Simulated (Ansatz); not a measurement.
`CO[SiH](F)[SiH3]` + H₂ → `CO[SiH2][SiH3]` + H–F at 700 K and 1 bar (hydrogenolysis of the Si–F bond).

Program: Ansatz. Geometries: PBE0-D4/def2-TZVP. ΔE: electronic, gas phase. CCSD(T)/CBS is the MP2 limit (def2-TZVPP, def2-QZVPP) plus CCSD(T) − MP2 in def2-TZVPP, frozen cores. This one scheme is used for every species. Each species was taken in one conformer, which may not be the lowest.

```json
{"species": "`CO[SiH](F)[SiH3]`", "CCSD(T)/CBS energy (Eh)": "-795.47815", "H − E (kJ/mol)": "298.9", "S (J/(mol·K))": "517.4"}
{"species": "H₂", "CCSD(T)/CBS energy (Eh)": "-1.17544", "H − E (kJ/mol)": "46.8", "S (J/(mol·K))": "155.3"}
{"species": "`CO[SiH2][SiH3]`", "CCSD(T)/CBS energy (Eh)": "-696.20864", "H − E (kJ/mol)": "306.1", "S (J/(mol·K))": "490.2"}
{"species": "H–F", "CCSD(T)/CBS energy (Eh)": "-100.39570", "H − E (kJ/mol)": "45.2", "S (J/(mol·K))": "198.5"}
```

H − E and S are ideal-gas, rigid-rotor, harmonic terms from PBE0-D4/def2-TZVP, for one conformer and one mirror image of each species. The MP2-based limit puts H₂ 0.8 mEh under its directly extrapolated value; such offsets cancel only in part. 1 Eh = 2625.50 kJ/mol, R = 8.31446 J/(mol·K).

Question: By hand: ΔE, ΔH, ΔS and ΔG.

Answer: ΔE = (-696.20864) + (-100.39570) − (-795.47815) − (-1.17544) = 0.04925 Eh = 129.3 kJ/mol. Δ(H − E) = 306.1 + 45.2 − 298.9 − 46.8 = 5.6, so ΔH = 134.9 kJ/mol. ΔS = 490.2 + 198.5 − 517.4 − 155.3 = 16.0 J/(mol·K). ΔG = 134.9 − 700 × (16.0)/1000 = 123.7 kJ/mol.

Question: By hand: the equilibrium constant, and the temperature at which ΔG would vanish if ΔH and ΔS stayed fixed.

Answer: log₁₀ K = −ΔG/(RT ln 10) = -9.2. ΔG = 0 at ΔH/ΔS = 8431 K, far beyond where these terms or the molecules hold.

ΔH outweighs TΔS. A doubt of 5 kJ/mol in ΔE shifts log₁₀ K by 0.4 here. Other conformers and mirror images would add mixing entropy, several J/(mol·K) or more a flexible species. These are equilibria of isolated gas molecules and say nothing of rates. Largest T1 diagnostic: 0.012 (customary marks: 0.02 for closed shells, 0.045 for open ones).
